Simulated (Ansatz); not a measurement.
`C[CH2][AlH][AlH2]` + H₂Se → `C[CH2][AlH][SeH]` + `[AlH3]` at 700 K and 1 bar (cleavage of the Al–Al bond).

Isolated molecules relaxed with PBE0-D4/def2-TZVP in Ansatz; ΔE leaves out vibrations. CCSD(T)/CBS adds triple-zeta CCSD(T) − MP2 to the extrapolated MP2 energy (def2 sets, frozen cores). This one scheme is used for every species. For Se outer-core shells are correlated without core-valence functions, which leaves a few kJ/mol of doubt a bond. Scalar relativity is left out up to krypton. One conformer a species, not always the lowest.

| species | CCSD(T)/CBS energy (Eh) | H − E (kJ/mol) | S (J/(mol·K)) |
| --- | --- | --- | --- |
| `C[CH2][AlH][AlH2]` | -564.91212 | 309.2 | 506.3 |
| H₂Se | -2401.89790 | 61.1 | 251.1 |
| `C[CH2][AlH][SeH]` | -2723.08028 | 288.9 | 476.7 |
| `[AlH3]` | -243.78045 | 80.2 | 251.4 |

H − E and S are ideal-gas, rigid-rotor, harmonic terms from PBE0-D4/def2-TZVP, for one conformer and one mirror image of each species. 1 Eh = 2625.50 kJ/mol, R = 8.31446 J/(mol·K).

By hand: ΔE, ΔH, ΔS and ΔG.

ΔE = (-2723.08028) + (-243.78045) − (-564.91212) − (-2401.89790) = -0.05071 Eh = -133.1 kJ/mol. Δ(H − E) = 288.9 + 80.2 − 309.2 − 61.1 = -1.2, so ΔH = -134.3 kJ/mol. ΔS = 476.7 + 251.4 − 506.3 − 251.1 = -29.3 J/(mol·K). ΔG = -134.3 − 700 × (-29.3)/1000 = -113.8 kJ/mol.

By hand: the equilibrium constant, and the temperature at which ΔG would vanish if ΔH and ΔS stayed fixed.

log₁₀ K = −ΔG/(RT ln 10) = 8.5. ΔG = 0 at ΔH/ΔS = 4584 K, far beyond where these terms or the molecules hold.

ΔH outweighs TΔS. A doubt of 5 kJ/mol in ΔE shifts log₁₀ K by 0.4 here. Other conformers and mirror images would add mixing entropy, several J/(mol·K) or more a flexible species. Modes under 60 cm⁻¹, often nearly free rotors, make the harmonic entropy too high. These are equilibria of isolated gas molecules and say nothing of rates. Largest T1 diagnostic: 0.010 (customary marks: 0.02 for closed shells, 0.045 for open ones).
